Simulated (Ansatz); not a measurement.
Input for Ansatz (a first-principles code): U-CCSD(T)/def2-SVP on FHSn (SMILES [F][SnH]), a point of a bond scan (R = 1.973 Å). Elements past Kr take the def2 small-core potentials; no spin–orbit coupling. The run froze 10 orbitals, filled d shells among them.

Ansatz 0.2 input:
```yaml
crystal:
  periodic: [false, false, false]
  atoms:
    - {symbol: Sn, position_ang: [-0.09096150, -0.17370643, 0.21890608]}
    - {symbol: H, position_ang: [-1.12950542, -1.18065727, -1.12233078]}
    - {symbol: F, position_ang: [0.62035194, 1.08604865, -1.10498931]}
basis:
  gaussian:
    orbitals: def2-SVP
correlation: {method: ccsd_t, electrons: outside_noble_gas}
scf: {omitted_lower_state_checks: [cluster_reference]}
magnetization: {spin_polarized: true, initial_magnetization: 0}
```

The head of its log:

```
WARN ansatz: RAYON_NUM_THREADS=1 ignored (pool sized by the plan → 1); use --threads N
Functional definition: HF
these checks for a lower state are left out or cut short: cluster_reference
integrals: 0.02 GiB planned
519 factors; integrals over basis functions are off by at most 6.1e-4 eV
mean field: 0.12 GiB planned
mean field evaluation 1: about -8522.9994 eV, gradient 2.2e1 eV
mean field evaluation 2: about -8523.0466 eV, gradient 2.2e1 eV
mean field evaluation 4: about -8524.9651 eV, gradient 1.0e0 eV
mean field evaluation 8: about -8524.9878 eV, gradient 1.9e-4 eV
mean field evaluation 16: about -8524.9510 eV, gradient 4.0e-1 eV
mean field -8524.98777262 eV, -313.2875221994 hartree, gradient 1.0e-6 eV, S^2 0.000000; 2 other end points of the search recorded, 0 dependent functions left out
10 core orbitals not correlated, not the lowest: weight in the atoms' cores, before any rotation towards them, 0.864 or more for the frozen orbitals, at most 0.149 for the correlated occupied ones
reference -8524.98777262 eV, -313.2875221994 hartree; 6, 6 occupied and 29, 29 virtual orbitals, 519 factors
```

What total energy does the run end on?

-313.5692 hartree (reference determinant -313.2875, T1 diagnostic 0.020).
